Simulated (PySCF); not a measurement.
## Two-component Hartree-Fock for W (tungsten, neutral)

Start: [Xe] 4f14 5d3 6s2 7s1; 5d5/2 filled at m_j = +1/2, +3/2, +5/2; 7s1/2 filled at m_j = +1/2. Calculated with PySCF 2.14 in x2c-SVPall-2c with one added diffuse shell each of s, d type (8s9p10d2f, 99 functions): generalised Hartree-Fock with the X2C-1e Hamiltonian and a Gaussian nucleus; one run each with spin-orbit coupling (SO) switched off, then screened by Boettger's factors. This is a chosen level, not necessarily the ground level.

| spinor shell | electrons | ε, spin-free (eV) | ε, screened SO (eV) | weight of nominal j (screened SO) | rms radius, screened SO (bohr) |
| --- | --- | --- | --- | --- | --- |
| 1s1/2 | 2 | -69904.2 | -69883.0 | 1.000 | 0.0208 |
| 2s1/2 | 2 | -12213.7 | -12207.2 | 1.000 | 0.0838 |
| 2p1/2 | 2 | -10686.8 | -11653.7 | 1.000 | 0.0713 |
| 2p3/2 | 4 | -10686.8 | -10294.6 | 1.000 | 0.0787 |
| 3s1/2 | 2 | -2881.3 | -2879.2 | 1.000 | 0.214 |
| 3p1/2 | 2 | -2421.2 | -2632.9 | 1.000 | 0.206 |
| 3p3/2 | 4 | -2421.2 | -2334.0 | 1.000 | 0.221 |
| 3d3/2 | 4 | -1885.8 | -1923.4 | 1.000 | 0.195 |
| 3d5/2 | 6 | -1885.8 | -1859.1 | 1.000 | 0.199 |
| 4s1/2 | 2 | -633.03 | -632.51 | 1.000 | 0.478 |
| 4p1/2 | 2 | -479.32 | -528.86 | 1.000 | 0.487 |
| 4p3/2 | 4 | -479.32 | -458.93 | 1.000 | 0.519 |
| 4d3/2 | 4 | -280.59 | -288.33 | 1.000 | 0.544 |
| 5s1/2 | 2 | -101.19 | -101.23 | 1.000 | 1.15 |
| 5p1/2 | 2 | -59.662 | -66.863 | 0.968 | 1.32 |
| 5p3/2 | 4 | -59.662 | -56.715 | 0.978 | 1.35 |
| 4f5/2 | 6 | -57.705 | -58.818 | 0.989 | 0.667 |
| 4f7/2 | 8 | -57.705 | -56.638 | 0.991 | 0.671 |
| 5d5/2 | 3 | -16.506 | -16.396 | 0.630 | 2.01 |
| 6s1/2 | 2 | -11.553 | -11.552 | 0.975 | 3.21 |
| 7s1/2 | 1 | -2.349 | -2.347 | 0.999 | 8.94 |

(1) Where does 4d5/2 lie, and what is the 4d spin-orbit splitting (screened SO)?

| quantity | spin-free | screened SO |
| --- | --- | --- |
| E (hartree) | -16129.58560 | -16148.47363 |
| M_J | 5 | 5 |
| ⟨J²⟩ | 30.438 | 30.291 |
| ⟨L²⟩ | 12.432 | 13.455 |
| ⟨S²⟩ | 6.006 | 5.618 |

Each row is a mean over spinors that exchange with the open shell spreads, by up to 6.163 eV (5p3/2).

Rows whose weight is well below 1 are mixtures of j = l ± 1/2: exchange outweighs spin-orbit coupling there, and the label is only the starting occupation.

⟨J²⟩ departs a little from M_J(M_J + 1) because the unrestricted spinors polarise the closed shells.

Breit and QED terms are absent; they matter most for the inner s and p1/2 levels.

Densities and radii are taken from the X2C orbitals without a picture-change correction, which distorts them close to the nucleus.

Without spin-orbit coupling the j labels of p, d and f shells carry no meaning; the spin-free column gives the mean over the occupied spinors of each nl shell, and its ⟨J²⟩ belongs to a mixture of degenerate components.

Answers

(1) At -275.14 eV, 13.183 eV above 4d3/2.
